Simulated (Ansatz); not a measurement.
```yaml
crystal:
  periodic: [false, false, false]
  atoms:
    - {symbol: B, position_ang: [-0.115123, -0.383419, 0.035547]}
    - {symbol: C, position_ang: [1.457282, -0.342751, -0.117419]}
    - {symbol: C, position_ang: [-0.994414, 0.938151, 0.015212]}
    - {symbol: O, position_ang: [-0.686302, -1.620570, 0.195928]}
    - {symbol: H, position_ang: [1.773813, 0.312012, -0.956535]}
    - {symbol: H, position_ang: [1.906362, -1.345829, -0.254860]}
    - {symbol: H, position_ang: [1.905481, 0.107819, 0.796205]}
    - {symbol: H, position_ang: [-2.073677, 0.787179, 0.230453]}
    - {symbol: H, position_ang: [-0.916931, 1.421937, -0.983112]}
    - {symbol: H, position_ang: [-0.602846, 1.686289, 0.737180]}
    - {symbol: H, position_ang: [-1.653655, -1.560829, 0.301400]}
basis:
  gaussian: {orbitals: def2-SVP}
hamiltonian: {xc: {name: B3LYP5}}
scf: {lower_state_search: light}
output: {forces: true}
```

```sh
$ ansatz run in.yaml --threads 2 --pin off --events-out ev --progress --plain --max-ram 4352MiB
```

Output, abridged:

```
Functional definition: B3LYP5
931 factors; integrals over basis functions are off by at most 1.5e-3 eV
mean field evaluation 1: about -4896.2088 eV, gradient 7.0e1 eV
mean field evaluation 2: about -4889.3874 eV, gradient 8.9e1 eV
mean field evaluation 4: about -4906.9434 eV, gradient 3.0e0 eV
mean field evaluation 8: about -4906.9585 eV, gradient 1.0e-1 eV
mean field -4906.95856718 eV, -180.3274012878 hartree, gradient 2.5e-5 eV, S^2 0.000000; 0 other end points of the search recorded, 0 dependent functions left out
reference -4906.95878269 eV, -180.3274092079 hartree; 16, 16 occupied and 75, 75 virtual orbitals, 931 factors
Total energy: -4906.95878269 eV, -180.3274092079 hartree
Atom 0 at    -0.115123    -0.383419     0.035547 Å, force    -0.052651    -0.267932     0.038885 eV/Å
Atom 1 at     1.457282    -0.342751    -0.117419 Å, force     0.188143     0.049245    -0.004882 eV/Å
Atom 2 at    -0.994414     0.938151     0.015212 Å, force    -0.082985     0.172960    -0.022433 eV/Å
Atom 3 at    -0.686302    -1.620570     0.195928 Å, force    -0.341769     0.376788     0.001986 eV/Å
Atom 4 at     1.773813     0.312012    -0.956535 Å, force    -0.053198    -0.132715     0.146680 eV/Å
Atom 5 at     1.906362    -1.345829    -0.254860 Å, force    -0.091901     0.196355     0.023630 eV/Å
Atom 6 at     1.905481     0.107819     0.796205 Å, force    -0.079249    -0.092381    -0.162023 eV/Å
Atom 7 at    -2.073677     0.787179     0.230453 Å, force     0.215207     0.026301    -0.037113 eV/Å
Atom 8 at    -0.916931     1.421937    -0.983112 Å, force    -0.024222    -0.090952     0.179362 eV/Å
Atom 9 at    -0.602846     1.686289     0.737180 Å, force    -0.080113    -0.147762    -0.128419 eV/Å
Atom 10 at    -1.653655    -1.560829     0.301400 Å, force     0.402737    -0.089907    -0.035672 eV/Å
Dipole moment:    -0.261174     0.157402     0.020471 e Å
```

Run time 1.3 s (2 threads of Arm Neoverse V2 on a shared host).
